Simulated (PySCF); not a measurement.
C5H5F, SMILES C(F)(C=C)=C=C.

Geometry optimised at PBE0-D3(BJ)/def2-SVP. One conformer was computed; it need not be the lowest.

These are SMD-M06-2X/def2-SVP in PySCF values and carry that method's errors.

Solvation free energies are E(SMD) − E(gas) at the gas-phase geometry, for 1 M in both phases. In vacuum the dipole moment is 1.65 D.

| solvent | ΔG(solv) (kcal/mol) | its non-electrostatic (CDS) part | dipole (D) |
|---|---|---|---|
| water | 1.1 | 5.1 | 2.27 |
| acetonitrile | -3.2 | 0.6 | 2.25 |
| benzene | -2.7 | -1.0 | 1.91 |
